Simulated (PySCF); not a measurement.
Gas-phase reaction: ZrCl3OH + H + Cl = ZrCl4.H2O

Method: PySCF energies plus ideal-gas RRHO corrections (1 bar). † marks an energy on the PBE0/def2-TZVP geometry and frequencies. CCSD(T) freezes the core. Open shells (unrestricted): H (multiplicity 2), Cl (multiplicity 2, electronic degeneracy 6); the rest are closed-shell singlets. Spin-orbit splitting is ignored; it lowers the true energy and changes the entropy of Cl. Zr: scalar-relativistic def2 core potential, no spin-orbit coupling. Adducts (ZrCl4.H2O) have no counterpoise correction, and HF, PBE, BLYP, B3LYP and PBE0 lack dispersion. ZrCl3OH, ZrCl4.H2O: computed as isolated molecules; such fragments, hydroxides, amides, oligomers or adducts are transient or little studied in the gas. CCSD(T) isn't extrapolated to the basis-set limit. The harmonic model lacks anharmonicity and excited electronic states, which grow with temperature; levels with a mode under 35 cm⁻¹ are left out. Soft modes under 120 cm⁻¹ make the harmonic entropy rough for ZrCl3OH, ZrCl4.H2O.

```tsv
level	ΔE electronic, kJ	ΔH°(298 K), kJ	ΔS°(298 K), J/K	ΔG°(1000 K), kJ
CCSD(T)/def2-SVP†	-505	-475	-224	-248
HF/def2-TZVP†	-387	-357	-224	-130
r2SCAN/def2-TZVP†	-530	-500	-224	-272
ωB97M-V/def2-TZVP†	-534	-504	-224	-277
ωB97X-V/def2-TZVP†	-524	-494	-224	-267
```
ΔH° is lowest at ωB97M-V/def2-TZVP† and highest at HF/def2-TZVP†. No reference value is set beside these.
